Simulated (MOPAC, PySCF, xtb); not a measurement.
Dimer: HCl (SMILES Cl) (first 2 atoms) with SiH4 (SMILES [SiH4]); geometry from B3LYP-D3(BJ)/def2-TZVP, rigid monomers moved along the line of their centres of mass till Cl1···Si3 is 4.34 Å.
(charge 0, multiplicity 1):
```xyz
7

Cl     0.626     1.138    -0.225
H      1.119    -0.034    -0.058
Si    -0.301    -0.260     3.777
H     -0.438     1.210     3.857
H     -1.282    -0.807     2.814
H     -0.538    -0.856     5.112
H      1.068    -0.610     3.330
```

Counterpoise-corrected where a basis set is named; no monomer relaxation.

Rows in 6-31G* carry no dispersion term and start afresh at each structure (6-31G* with six Cartesian d functions). The state that PM7 reach isn't checked; PM7 holds dispersion and hydrogen-bond terms.

Programs: MOPAC for PM7 (differences of heats of formation); PySCF for 6-31G* rows; xtb for the GFN methods. Each number belongs to the level named beside it.

Task: One of these levels gives -0.45 kcal/mol for the interaction energy. Which one is it?
(A) PM7
(B) GFN-FF
(C) HF/6-31G*

Result: B, GFN-FF. The others give -0.76 (PM7), 0.01 (HF/6-31G*)
